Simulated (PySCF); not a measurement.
CH₂AlNO₂, SMILES O=C=[N][AlH][OH].

Geometry optimised at PBE0-D3(BJ)/def2-SVP. Other conformers were not sampled.

Calculation: PySCF with IEF-PCM-ωB97X/def2-SVP.

The values are the electrostatic part of the solvation free energy, E(continuum) − E(gas) at the gas-phase geometry, in a cavity of scaled van der Waals radii (PySCF's table); cavitation and dispersion terms are not included. A continuum can't describe solvent molecules that bind to the metal. In vacuum the orbital gap is 12.09 eV. The dipole moment in vacuum is 1.42 D.

| solvent | ε | ΔG(elec) (kcal/mol) | dipole (D) | gap (eV) |
|---|---|---|---|---|
| water | 78.36 | -7.6 | 1.80 | 12.53 |
| N,N-dimethylformamide | 37.22 | -7.5 | 1.79 | 12.52 |
| diethylether | 4.24 | -5.2 | 1.69 | 12.40 |
